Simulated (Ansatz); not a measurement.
`B[SiH2][SiH2][SiH3]` and `B[SiH2][SiH2]Cl` differ in one atom or group.

Ansatz, PBE0-D4/def2-TZVP geometries, multiplicity 1. Each molecule was computed in one conformer, which needn't be the lowest. `B[SiH2][SiH2]Cl` holds a close contact that its SMILES doesn't draw: Cl···B 2.28 Å.

```
                                                                                  property  `B[SiH2][SiH2][SiH3]`
                                                       HOMO energy (B3LYP/def2-TZVPP) / eV                  -7.62
                                                        HOMO energy (PBE0/def2-TZVPP) / eV                  -7.83
                                        size of the dipole moment (ωB97M-V/def2-TZVPP) / D                   0.21
ideal-gas entropy at 298 K and 1 bar (rigid rotor, harmonic PBE0-D4/def2-TZVP) / J/(mol·K)                    397
                                                      HOMO–LUMO gap (PBE0/def2-TZVPP) / eV                   5.32
                                            size of the dipole moment (PBE/def2-TZVPP) / D                   0.11
```

Question: What does the change do to each property? (Estimate.)

Answer: Ansatz gave: 
```csv
property,`B[SiH2][SiH2]Cl`,shift
HOMO energy (B3LYP/def2-TZVPP) / eV,-7.45,0.17
HOMO energy (PBE0/def2-TZVPP) / eV,-7.64,0.19
size of the dipole moment (ωB97M-V/def2-TZVPP) / D,1.77,1.56
"ideal-gas entropy at 298 K and 1 bar (rigid rotor, harmonic PBE0-D4/def2-TZVP) / J/(mol·K)",351,-46
HOMO–LUMO gap (PBE0/def2-TZVPP) / eV,6.32,1.00
size of the dipole moment (PBE/def2-TZVPP) / D,1.71,1.60
```

With PBE0 the HOMO rises by 0.19 eV and the LUMO rises by 1.20 eV, so the gap widens by about 1.01 eV. PBE moves the HOMO by 0.27 eV and ωB97M-V by 0.09 eV. The zero-point energy changes by -57.2 kJ/mol with -9 modes. Dipoles are sizes alone; their direction can turn. Modes under 60 cm⁻¹, often nearly free rotors, make the harmonic entropy too high.

B3LYP here is the variant with VWN-RPA as its local correlation; programs differ in this.
